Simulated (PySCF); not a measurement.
C3H6ClIn, SMILES C=[CH][In]([CH3])[Cl].

Coordinates come from a B3LYP-D3(BJ)/def2-SVP optimisation. The structure was generated by enumeration; whether it is a known compound was not checked. The def2 effective core potentials stand for the cores of In; spin–orbit coupling is left out. One conformer was computed; it need not be the lowest.

Two levels are set side by side: PBE/def2-TZVP (PySCF) and PBE0/def2-TZVP (PySCF). Same geometry, gas phase. Differences are taken from unrounded values.

| quantity | PBE0 |
|---|---|
| orbital gap (eV) | 6.00 |
| highest occupied level (eV) | -7.64 |
| lowest empty level (eV) | -1.63 |
| dipole moment (D) | 3.84 |
| mean polarisability (bohr³) | 86.5 |

**Question.** What does PBE give, and how far is it from PBE0? (The exact figures need the calculation; the answer reports its results.)

**Answer.** 
```
quantity                       PBE  PBE minus PBE0
---------------------------  -----  --------------
orbital gap (eV)              3.99           -2.02
highest occupied level (eV)  -6.40            1.23
lowest empty level (eV)      -2.42           -0.79
dipole moment (D)             3.71           -0.13
mean polarisability (bohr³)   90.0             3.5
```

PBE's occupied levels lie high since its potential decays too fast outside the molecule; exact exchange lowers them and widens the gap. Loosely held outer electrons make PBE densities more polarisable. Differences between two approximate levels are no errors against the true value.

Rough cost on one machine, each run with all the roots and properties that it gave: PBE0 against PBE within a factor of 2.
